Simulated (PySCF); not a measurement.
**Basis-set dependence of GeF⁺ at HF**

PySCF, RHF reference; singlet, unpaired electrons none; De to Ge⁺ + F without counterpoise correction.

```
             basis                           relativity  functions  Re (Å)  ωe (cm⁻¹)  De (eV)  μ (D)
cc-pVDZ-PP/cc-pVDZ  scalar-relativistic core potentials         37   1.688        832     3.26  -3.43
     jorge-DZP-DKH                        spin-free X2C         58   1.658        840     3.22  -3.44
       def2-TZVPPD                        no relativity         94   1.652        866     3.76  -2.93
```

Question: How does each smaller set differ from the one with most functions, def2-TZVPPD?

Answer: cc-pVDZ-PP/cc-pVDZ: +3.6 pm, -3.9 % in ωe, -0.50 eV in De; jorge-DZP-DKH: +0.6 pm, -3.0 % in ωe, -0.54 eV in De. All at HF; the set with most functions is neither the basis-set limit nor always the best. The rows treat relativity differently, so the differences are not basis effects alone.

A positive dipole points towards F; it is taken about the centre of mass and depends on that origin. For an ion De counts to the pair picked by the measured ionisation energies or electron affinities, which need not be the lowest pair at this level. Where the molecule has an RHF reference, its open-shell atoms are computed with UHF. Hartree–Fock leaves out correlation, which carries a large part of most bond energies and some tenths to 1 eV of ionisation energies.
